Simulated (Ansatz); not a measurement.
These are Ansatz (a quantum-chemistry and plane-wave program) with frozen-core CCSD(T)/cc-pVTZ // B3LYP-D3(BJ)/def2-TZVP values and carry that method's errors.

Ansatz 0.2 input:
```yaml
crystal:
  periodic: [false, false, false]
  atoms:
    - { symbol: C, position_ang: [0.99267, -0.284167, 0.035302] }
    - { symbol: N, position_ang: [-0.271013, -0.886652, 0.516788] }
    - { symbol: C, position_ang: [-0.992915, 0.283747, -0.031604] }
    - { symbol: N, position_ang: [0.269431, 0.880355, -0.523298] }
    - { symbol: H, position_ang: [1.522305, -0.870915, -0.723081] }
    - { symbol: H, position_ang: [1.692993, -0.045652, 0.84335] }
    - { symbol: H, position_ang: [-0.502636, -1.751903, 0.046297] }
    - { symbol: H, position_ang: [-1.510259, 0.870537, 0.735413] }
    - { symbol: H, position_ang: [-1.704161, 0.051912, -0.831801] }
    - { symbol: H, position_ang: [0.503584, 1.752736, -0.067365] }
basis:
  gaussian: { orbitals: cc-pVTZ }
correlation:
  method: ccsd_t
```

Output:

```
Functional definition: HF
1177 factors; integrals over basis functions are off by at most 1.0e-3 eV
mean field evaluation 1: about -5116.6847 eV, gradient 3.4e1 eV
mean field evaluation 2: about -5116.6890 eV, gradient 3.4e1 eV
mean field evaluation 4: about -5119.3480 eV, gradient 3.7e0 eV
mean field evaluation 8: about -5119.3873 eV, gradient 1.1e-1 eV
mean field evaluation 16: about -5119.3829 eV, gradient 4.0e-1 eV
mean field -5119.38735687 eV, -188.1340153196 hartree, gradient 2.9e-6 eV, S^2 0.000000; 0 other end points of the search recorded, 0 dependent functions left out
4 core orbitals not correlated
reference -5119.38735687 eV, -188.1340153196 hartree; 12, 12 occupied and 188, 188 virtual orbitals, 1177 factors
second order -20.56335639 eV of doubles, -0.00000000 eV of singles
cycle   1  -20.80462117 eV  change   -2.4e-1 eV  update   8.3e-2
cycle   2  -21.29710526 eV  change   -4.9e-1 eV  update   2.3e-2
cycle   3  -21.37304054 eV  change   -7.6e-2 eV  update   9.5e-3
cycle   4  -21.36869907 eV  change    4.3e-3 eV  update   2.1e-3
cycle   5  -21.37007895 eV  change   -1.4e-3 eV  update   9.5e-4
cycle   6  -21.37054205 eV  change   -4.6e-4 eV  update   2.9e-4
cycle   7  -21.37036853 eV  change    1.7e-4 eV  update   1.3e-4
cycle   8  -21.37034968 eV  change    1.9e-5 eV  update   5.1e-5
cycle   9  -21.37035368 eV  change   -4.0e-6 eV  update   1.9e-5
perturbative correction -0.88326390 eV, -0.0324593497 hartree
Total energy: -5141.64097446 eV, -188.9518206819 hartree
```

Cost: about 60 core-seconds (a rough figure).
